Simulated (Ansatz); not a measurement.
# Energy profile

The step: SiH₄ + NH₃ + HF → SiNH₅ ([NH2][SiH3]) + HF + H₂; bonds formed: Si1–N7, H2–H8, H6–F9; bonds broken: Si1–H2, H6–N7, H8–F9 (atoms numbered as in the saddle structure below).

```
atom    x (Å)    y (Å)    z (Å)
 Si1  -0.4497   0.0379  -1.0059
  H2   0.2069  -1.4974  -0.1640
  H3   0.4380  -0.4700  -2.0791
  H4  -0.8421   1.3909  -1.5661
  H5  -1.7668  -0.5838  -0.7494
  H6   0.3239   0.1407   1.3160
  N7   0.3727   0.8411   0.4892
  H8   0.1993  -1.4652   0.8040
  F9   0.2274  -1.1457   1.9556
 H10  -0.0643   1.7322   0.7044
 H11   1.3547   1.0194   0.2951
```

Electronic energies by CCSD(T) at an estimated basis limit (MP2 extrapolated from triple and quadruple zeta, plus CCSD(T) − MP2 in triple zeta), on PBE0-D4/def2-TZVP structures; SiNH8F, closed shell; no counterpoise correction. Program: Ansatz 0.2.0. Basis: def2-TZVPP and def2-QZVPP. Cores are frozen in the correlated methods. Extrapolation: Hartree–Fock as exp(−7.88 √X), correlation as X^−2.97.

Question: Give the profile in eV, counted from the separated reactants. (To be estimated.)

Answer: The calculation gives:
| point | eV |
| --- | --- |
| separated: SiH4 (Si1, H2, H3, H4, H5; singlet) + NH3 (H6, N7, H10, H11; singlet) + HF (H8, F9; singlet) | 0.000 |
| start structure | -0.620 |
| saddle | 1.015 |
| end structure | -0.671 |
| separated: SiNH5 (linked as [NH2][SiH3]; Si1, H3, H4, H5, N7, H10, H11; singlet) + H2 (H2, H8; singlet) + HF (H6, F9; singlet) | -0.212 |

The T1 diagnostic stays at or below 0.012.

For scale, one of the runs: CCSD(T)/def2-TZVPP, 216 basis functions, launched by `ansatz run in.yaml --threads 4 --pin off --events-out ev --progress --plain --max-ram 9574MiB`. Hardware: 4 CPU threads of an Arm Neoverse V2, shared host. Wall time 40 s; peak host memory 3.2 GiB.
